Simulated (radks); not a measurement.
Ce2+, 56 electrons, occupied as [Xe] 4f2 (the NIST ground configuration). Calculated with a radial shooting solver on a logarithmic mesh with Libxc functionals: Dirac Kohn-Sham, PBEsol, spin-unpolarised, spherical densities, point nucleus; open shells fill j = l - 1/2 first. Some entries of the table are withheld. Estimate them.

| orbital | occ. | eigenvalue (eV) | r(max) (bohr) |
|---|---|---|---|
| 1s1/2 | 2 | -40224.21 | 0.01574 |
| 2s1/2 | 2 | -6442.904 | 0.08924 |
| 2p1/2 | 2 | -6084.010 | 0.06799 |
| 2p3/2 | 4 | -5637.663 | 0.07324 |
| 3s1/2 | 2 | (1) | 0.2549 |
| 3p1/2 | 2 | -1238.708 | (2) |
| 3p3/2 | 4 | -1150.987 | (3) |
| 3d3/2 | 4 | -885.1134 | 0.2032 |
| 3d5/2 | 6 | -866.2610 | 0.2065 |
| 4s1/2 | 2 | (4) | 0.5939 |
| 4p1/2 | 2 | -229.2777 | 0.6034 |
| 4p3/2 | 4 | -210.5237 | 0.6280 |
| 4d3/2 | 4 | -118.1381 | 0.6498 |
| 4d5/2 | 6 | -114.8783 | 0.6579 |
| 5s1/2 | 2 | -49.9726 | 1.389 |
| 5p1/2 | 2 | -35.0083 | 1.525 |
| 5p3/2 | 4 | -32.4087 | 1.596 |
| 5d3/2 | 0 | (5) | 2.162 |
| 5d5/2 | 0 | (6) | 2.194 |
| 4f5/2 | 2 | -13.0665 | 0.7252 |
| 6s1/2 | 0 | -12.7963 | 3.452 |
| 4f7/2 | 0 | -12.7773 | 0.7307 |
| 6p1/2 | 0 | -9.5251 | 4.068 |
| 6p3/2 | 0 | -9.1353 | 4.226 |

Answer. 
(1) 3s1/2 eigenvalue (eV): -1390.707
(2) 3p1/2 r(max) (bohr): 0.2416
(3) 3p3/2 r(max) (bohr): 0.2530
(4) 4s1/2 eigenvalue (eV): -285.6250
(5) 5d3/2 eigenvalue (eV): -13.4547
(6) 5d5/2 eigenvalue (eV): -13.2274
